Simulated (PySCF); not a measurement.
## Continuum solvent and chemical shifts

Cartesian coordinates in Å; atom numbers follow the order of the lines, from 1:
```xyz
15

C     2.226   -0.195   -0.085
C     0.737   -0.011   -0.036
C    -0.118   -1.121   -0.012
C    -1.500   -0.962    0.053
C    -2.057    0.317    0.093
C    -1.220    1.430    0.067
C     0.163    1.265    0.002
H     2.612   -0.554    0.884
H     2.515   -0.939   -0.843
H     2.742    0.746   -0.318
H     0.309   -2.128   -0.046
H    -2.148   -1.842    0.069
H    -3.141    0.443    0.142
H    -1.645    2.436    0.095
H     0.813    2.144   -0.020
```

GIAO PBE0/pcSseg-1 in PySCF 2.14 on one PBE0-D3(BJ)/def2-SVP conformer, non-relativistic, equivalent nuclei averaged. Solvents enter as an IEF-PCM continuum (chloroform with ε = 4.7, dichloromethane with ε = 8.9) around the gas-phase geometry. Shifts are referred to TMS computed in the same medium.

Gas phase, δ in ppm: C2 143.0, C3/C7 134.6, C4/C6 133.9, C5 130.9, C1 23.4, H12/H14 7.38, H11/H15 7.29, H13 7.25, H8/H9/H10 2.39. Dipole moment 0.42 D.

Q: How does each δ change in the continuum?

A: 
```
    atoms                                      environment  Δδ, chloroform  Δδ, dichloromethane
       C2                      substituted aromatic carbon            +2.1                 +2.5
    C3/C7                                      aromatic CH            +1.0                 +1.2
    C4/C6                                      aromatic CH            +0.9                 +1.2
       C5                                      aromatic CH            +0.7                 +0.9
       C1                methyl carbon on an aromatic ring            +0.2                 +0.3
  H12/H14                       hydrogen on an aromatic CH           +0.14                +0.17
  H11/H15                       hydrogen on an aromatic CH           +0.16                +0.19
      H13                       hydrogen on an aromatic CH           +0.13                +0.16
H8/H9/H10  hydrogen on a methyl carbon on an aromatic ring           +0.06                +0.08
```

Changes are relative to the gas phase. The dipole moment becomes 0.55 D in chloroform, 0.57 D in dichloromethane.

Q: Which nuclei move most (in ppm), and what does the model miss?

A: C2 (substituted aromatic carbon, +2.5 ppm) in dichloromethane. A continuum only polarises the solute; specific hydrogen bonds, the anisotropy of aromatic solvents and changes of geometry or conformer are outside it.

Measured shifts for comparison: H12/H14: 7.26 (not stated in the table (CDCl3 in this author's series)), 7.19 (THF-d8), 7.24 (CD2Cl2), 7.25 (CDCl3), 7.09 (toluene-d8); H8/H9/H10: 2.34 (not stated in the table (CDCl3 in this author's series)), 2.31 (THF-d8), 2.34 (CD2Cl2), 2.36 (CDCl3), 2.11 (toluene-d8); C1: 21.3 (THF-d8), 21.5 (CD2Cl2), 21.5 (CDCl3), 21.4 (toluene-d8), 21.1 (C6D6); C2: 138.2 (THF-d8), 138.4 (CD2Cl2), 137.9 (CDCl3), 137.8 (toluene-d8), 137.9 (C6D6); C3/C7: 129.5 (THF-d8), 129.3 (CD2Cl2), 129.1 (CDCl3), 129.3 (toluene-d8), 129.3 (C6D6). Source: The use of chemical shift calculations in the conformational analysis of substituted benzenes, New J. Chem. 2019 (ESI); Fulmer et al., Organometallics 2010, 29, 2176.
